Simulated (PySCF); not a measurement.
H4Si, SMILES [SiH4]. Geometry optimised at TPSSh-D3(BJ)/def2-TZVPD.

TDA-M06-2X/def2-TZVPD (PySCF) puts the lowest singlet excitations at 9.10, 9.10, 9.10, 9.19, 9.19, 9.19 eV.

Question: What are the lowest excitation roots from ADC(2)/aug-cc-pVDZ run with PySCF? (Estimate from the structure and the level; the computed values follow.)

Answer: 9.50, 9.50, 9.50, 9.61, 9.61, 9.61 eV. S1 differs by 0.40 eV (second minus first; roots are paired by order, and the bases may differ).
